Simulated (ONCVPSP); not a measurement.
Which change was made? (Cd, ONCV)

```
Element                 : cadmium (Cd)
Generator               : ONCVPSP 4.0.1
Type                    : optimised norm-conserving Vanderbilt (ONCV)
Functional              : PBEsol
Relativity              : scalar-relativistic
Frozen core             : [Ar] 3d10
Valence charge          : 20
Reference configuration : 4s2 4p6 4d10 5s1.5 5p0.5
Partial waves           : 4s+5s: rc 1.50 bohr, ncon 4, nbas 8, qcut 9.2 1/bohr, 3 projectors, debl 1.6 Ha; 4p+5p: rc 1.25 bohr, ncon 4, nbas 9, qcut 10.5 1/bohr, 3 projectors, debl 3.2 Ha; 4d: rc 1.35 bohr, ncon 4, nbas 8, qcut 10.9 1/bohr, 2 projectors, debl 4 Ha
Local potential         : polynomial inside 1.20 bohr (lpopt 3, dvloc0 4 Ha)
Core correction         : Teter function, fcfact 3.75, rcfact 1.25
```

Cutoffs, loose and tight: the cutoffs (Ha) at which the residual kinetic energy of the hardest occupied pseudo-wave falls to 1 and 0.1 mHa per electron. They do not see the model core or the augmentation charge, which bear on the density cutoff. Test errors are all-electron minus pseudo excitation energies from the reference, over the configurations 4s2 4p6 4d10 5s2 5p0; 4s2 4p6 4d10 5s1 5p0; 4s2 4p6 4d10 5s0 5p0; 4s2 4p5 4d10 5s2 5p0; variants that change the core or the reference have their own tests.

The base gives: outcome: generated; cutoff, loose: 39 Ha; cutoff, tight: 47 Ha; bound ghosts: none; GHOST(+) flags above zero: none; largest test error (meV): -52.

Task: After one change the result is: outcome: generated; cutoff, loose: 38 Ha; cutoff, tight: 46 Ha; bound ghosts: none; GHOST(+) flags above zero: none; largest test error (meV): -69. Which change was it?
A. p: rc 1.42
B. p: qcut 12.1
C. reference 4s2 4p6 4d10 5s2; wave 4p+5p: rc 1.25 bohr, ncon 4, nbas 9, qcut 10.5 1/bohr, 3 projectors, debl 3.2 Ha becomes 4p: rc 1.25 bohr, ncon 4, nbas 9, qcut 10.5 1/bohr, 3 projectors, debl 3.2 Ha

Result: A. The others give: reference 4s2 4p6 4d10 5s2; wave 4p+5p: rc 1.25 bohr, ncon 4, nbas 9, qcut 10.5 1/bohr, 3 projectors, debl 3.2 Ha becomes 4p: rc 1.25 bohr, ncon 4, nbas 9, qcut 10.5 1/bohr, 3 projectors, debl 3.2 Ha → outcome: generated; cutoff, loose: 39 Ha; cutoff, tight: 47 Ha; bound ghosts: none; GHOST(+) flags above zero: none; largest test error (meV): -12 | p: qcut 12.1 → outcome: generated; cutoff, loose: 47 Ha; cutoff, tight: 56 Ha; bound ghosts: none; GHOST(+) flags above zero: none; largest test error (meV): -45.
